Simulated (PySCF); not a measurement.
Electron correlation in W⁺ (tungsten, charge +1)

[Xe] 4f14 5d3 6s1 6p1, one real determinant (an excited configuration). Calculation: PySCF 2.14, in aug-cc-pwCVDZ-PP with ECP60MDF (6s6p5d3f, 70 functions); a scalar-relativistic core potential. Frozen: 5s2 5p6; 5 electrons correlated.

```tsv
level	correlation energy (mhartree)
CCSD	-40.27
(T)	-0.82
CCSD(T)	-41.09
```

Diagnostics: T1 = 0.046, D1 = 0.1446, largest double amplitude 0.094.

The real determinant used has ⟨L²⟩ near 14 against 20 for a pure G term, so it mixes terms. Spin-orbit coupling, absent here, splits the open shell strongly. T1 exceeds 0.03, a sign that the reference determinant is poor.

Cost of the coupled-cluster step: of the order of 2.4 core-seconds, for 5 correlated electrons.

The reference is one real determinant that mixes LS terms of this configuration.
